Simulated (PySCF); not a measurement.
Cl3OTa, singlet, geometry from GFN2-xTB (such geometries of metal compounds can be far from the true shape) (core potentials on Ta), with bond 4-1 at 1.3 times its length; DF-HF/def2-SVP in PySCF.

Here is a job for PySCF.
```python
from pyscf import gto, scf

mol = gto.Mole()
mol.atom = '''
    Ta    0.156651    0.088500   -0.150027
    O     1.288746    0.728075   -1.234251
    Cl    1.086937   -0.915896    1.590304
    Cl   -1.568935   -1.881865   -1.344212
    Cl   -1.195361    1.620410    0.703384
'''
mol.basis = 'def2-svp'
mol.ecp = {'Ta': 'def2-svp'}
mol.charge = 0
mol.spin = 0
mol.verbose = 4
mol.build()

mf = scf.RHF(mol)
mf.conv_tol = 1e-6
mf = mf.density_fit(auxbasis='def2-universal-jkfit')
mf.kernel()
mf.analyze()
```

Question: What does PySCF print? Leave out banner, timings and long lists.

Answer: 
```
PySCF version 2.14.0

[INPUT] verbose = 4
[INPUT] num. atoms = 5
[INPUT] num. electrons = 72
[INPUT] charge = 0
[INPUT] spin (= nelec alpha-beta = 2S) = 0
[INPUT] symmetry False subgroup None
[INPUT] Mole.unit = angstrom
[INPUT] Symbol           X                Y                Z      unit          X                Y                Z       unit  Magmom
[INPUT]  1 Ta     0.156651000000   0.088500000000  -0.150027000000 AA    0.296027487139   0.167240762024  -0.283509941290 Bohr   0.0
[INPUT]  2 O      1.288746000000   0.728075000000  -1.234251000000 AA    2.435376984129   1.375862348143  -2.332396358971 Bohr   0.0
[INPUT]  3 Cl     1.086937000000  -0.915896000000   1.590304000000 AA    2.054013244656  -1.730792598585   3.005239014800 Bohr   0.0
[INPUT]  4 Cl    -1.568935000000  -1.881865000000  -1.344212000000 AA   -2.964857457244  -3.556209453405  -2.540192533354 Bohr   0.0
[INPUT]  5 Cl    -1.195361000000   1.620410000000   0.703384000000 AA   -2.258904909986   3.062131109506   1.329203120401 Bohr   0.0

nuclear repulsion = 359.768415053219
number of shells = 42
number of NR pGTOs = 189
number of NR cGTOs = 100
basis = def2-svp
ecp = {'Ta': 'def2-svp'}

******** <class 'pyscf.df.df_jk.DFRHF'> ********
method = DFRHF
initial guess = minao
damping factor = 0
level_shift factor = 0
DIIS = <class 'pyscf.scf.diis.CDIIS'>
diis_start_cycle = 1
diis_space = 8
diis_damp = 0
SCF conv_tol = 1e-06
SCF conv_tol_grad = None
SCF max_cycles = 50
direct_scf = False
Set gradient conv threshold to 0.001
Initial guess from minao.
******** <class 'pyscf.df.df.DF'> ********
auxbasis = def2-universal-jkfit
init E= -1496.1961363471
  HOMO = -0.567210189600094  LUMO = -0.298926260175088  gap/eV = 7.30038
cycle= 1 E= -1509.31763686865  delta_E= -13.1  |g|= 0.853  |ddm|= 7.92
  HOMO = -0.387603919135647  LUMO = -0.0463073771646439  gap/eV = 9.28715
cycle= 2 E= -1509.2630618741  delta_E= 0.0546  |g|= 0.956  |ddm|=  1.2
  HOMO = -0.406842952893286  LUMO = 0.00396807721995884  gap/eV = 11.17874
cycle= 3 E= -1509.44092022638  delta_E= -0.178  |g|= 0.14  |ddm|= 0.734
  HOMO = -0.429794960155506  LUMO = -0.0224254630622607  gap/eV = 11.08509
cycle= 4 E= -1509.44530594661  delta_E= -0.00439  |g|= 0.0262  |ddm|= 0.148
  HOMO = -0.425817891454419  LUMO = -0.0141348034242088  gap/eV = 11.20247
cycle= 5 E= -1509.445541315  delta_E= -0.000235  |g|= 0.00873  |ddm|= 0.0431
  HOMO = -0.424975372976102  LUMO = -0.0153249074671334  gap/eV = 11.14716
cycle= 6 E= -1509.44557439666  delta_E= -3.31e-05  |g|= 0.00255  |ddm|= 0.0145
  HOMO = -0.4258046683923  LUMO = -0.0151447971741001  gap/eV = 11.17462
cycle= 7 E= -1509.44557866661  delta_E= -4.27e-06  |g|= 0.000843  |ddm|= 0.00508
  HOMO = -0.425758700776559  LUMO = -0.0151634582627283  gap/eV = 11.17287
cycle= 8 E= -1509.44557953296  delta_E= -8.66e-07  |g|= 0.000323  |ddm|= 0.00249
  HOMO = -0.425806187717759  LUMO = -0.0151068536889428  gap/eV = 11.17570
Extra cycle  E= -1509.4455796266  delta_E= -9.36e-08  |g|= 0.000195  |ddm|= 0.000589
converged SCF energy = -1509.4455796266
**** SCF Summaries ****
Total Energy =                       -1509.445579626604740
Nuclear Repulsion Energy =             359.768415053218860
One-electron Energy =                -2819.280238164249113
Two-electron Energy =                  950.066243484425513
Two-electron Coulomb Energy =         1047.030467521137325
DFT Exchange-Correlation Energy =      -96.964224036711812
HOMO-LUMO gap [eV] =                    11.175698116415051
**** MO energy ****
MO #1   energy= -104.857077676892  occ= 2
MO #2   energy= -104.857064160479  occ= 2
MO #3   energy= -104.761511824043  occ= 2
MO #4   energy= -20.6204426138235  occ= 2
MO #5   energy= -10.6229926359137  occ= 2
MO #6   energy= -10.6229917125874  occ= 2
MO #7   energy= -10.5188205463446  occ= 2
MO #8   energy= -8.09694315366725  occ= 2
MO #9   energy= -8.09694137459926  occ= 2
MO #10  energy= -8.09492605209887  occ= 2
MO #11  energy= -8.09491952569606  occ= 2
MO #12  energy= -8.09459521619663  occ= 2
MO #13  energy= -8.09459124646025  occ= 2
MO #14  energy= -7.99299515178781  occ= 2
MO #15  energy= -7.991421420364    occ= 2
MO #16  energy= -7.99133281346237  occ= 2
MO #17  energy= -3.35397379618911  occ= 2
MO #18  energy= -1.96238465872271  occ= 2
MO #19  energy= -1.93183124649692  occ= 2
MO #20  energy= -1.92091504078457  occ= 2
MO #21  energy= -1.25661589458223  occ= 2
MO #22  energy= -1.14872563641313  occ= 2
MO #23  energy= -1.14024166573362  occ= 2
MO #24  energy= -1.01695257854679  occ= 2
MO #25  energy= -0.621243621428966 occ= 2
MO #26  energy= -0.616989656926912 occ= 2
MO #27  energy= -0.609369634085756 occ= 2
MO #28  energy= -0.582345824170507 occ= 2
MO #29  energy= -0.571248098833467 occ= 2
MO #30  energy= -0.55324051785028  occ= 2
MO #31  energy= -0.527857190127323 occ= 2
MO #32  energy= -0.527474956995595 occ= 2
MO #33  energy= -0.516928567039746 occ= 2
MO #34  energy= -0.453993958836659 occ= 2
MO #35  energy= -0.425998368976101 occ= 2
MO #36  energy= -0.425806187717759 occ= 2
MO #37  energy= -0.0151068536889428 occ= 0
MO #38  energy= -0.0103559628137435 occ= 0
MO #39  energy= 0.0376401735382847 occ= 0
MO #40  energy= 0.0692192144205042 occ= 0
MO #41  energy= 0.0880832056804808 occ= 0
MO #42  energy= 0.0911979136071781 occ= 0
MO #43  energy= 0.130042368631332  occ= 0
MO #44  energy= 0.133622231581828  occ= 0
Dipole moment(X, Y, Z, Debye):  1.15362,  1.98159,  2.69812
```
